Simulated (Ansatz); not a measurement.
The pair A = H2S (SMILES S) (first 3 atoms), B = CH3F (SMILES CF); geometry from B3LYP-D3(BJ)/def2-TZVP.
(charge 0, multiplicity 1):
```xyz
8

S     -1.0186     0.1760    -0.2156
H      0.0616     0.8485    -0.6436
H     -0.3010    -0.5372     0.6693
C     -0.0168     0.3177     3.5078
F      0.5216    -0.7439     2.7775
H      0.8041     0.8919     3.9374
H     -0.6048     0.9376     2.8311
H     -0.6477    -0.0913     4.2969
```

Frozen-core correlation. MP2 and its Hartree–Fock in aug-cc-pV(Q+d)Z, aug-cc-pV(T+d)Z are density fitted.

Codes used: Ansatz (Gaussian orbitals). Values without a source in brackets are computed.

The counterpoise-corrected interaction energy is E(AB) − E(A in the pair's basis) − E(B in the pair's basis). Total energies (hartree):

```json
[
 {"level": "HF/aug-cc-pV(T+d)Z", "AB": "-537.8134725", "A in the pair's basis": "-398.7158537", "B in the pair's basis": "-139.0969837"},
 {"level": "MP2/aug-cc-pV(T+d)Z", "AB": "-538.4566100", "A in the pair's basis": "-398.9112699", "B in the pair's basis": "-139.5418086"},
 {"level": "HF/aug-cc-pV(Q+d)Z", "AB": "-537.8261419", "A in the pair's basis": "-398.7191828", "B in the pair's basis": "-139.1063356"},
 {"level": "MP2/aug-cc-pV(Q+d)Z", "AB": "-538.5127660", "A in the pair's basis": "-398.9278694", "B in the pair's basis": "-139.5811906"},
 {"level": "CCSD(T)/aug-cc-pV(T+d)Z", "AB": "-538.5189860", "A in the pair's basis": "-398.9439392", "B in the pair's basis": "-139.5716133"}
]
```

**Question.** Work out the counterpoise-corrected interaction energy at the basis-set limit: extrapolate the MP2 correlation part as X⁻³, take Hartree–Fock from the larger set, and add the CCSD(T) − MP2 difference of aug-cc-pV(T+d)Z.

**Answer.** 
1. Differences (1 hartree = 627.509 kcal/mol): HF/aug-cc-pV(T+d)Z -0.399; MP2/aug-cc-pV(T+d)Z -2.216; HF/aug-cc-pV(Q+d)Z -0.391; MP2/aug-cc-pV(Q+d)Z -2.326; CCSD(T)/aug-cc-pV(T+d)Z -2.154.
2. Correlation parts, MP2 less HF: -1.817 in aug-cc-pV(T+d)Z (X = 3), -1.934 in aug-cc-pV(Q+d)Z (X = 4).
3. Limit (4³·(-1.934) − 3³·(-1.817))/(4³ − 3³) = -2.020; with HF/aug-cc-pV(Q+d)Z it gives -2.411.
4. CCSD(T) less MP2 in aug-cc-pV(T+d)Z: 0.062.
Result: -2.35 kcal/mol, against -2.22 at MP2/aug-cc-pV(T+d)Z. It is an estimate of this method's limit, not of the exact value.

Ansatz is a quantum-chemistry and plane-wave program.
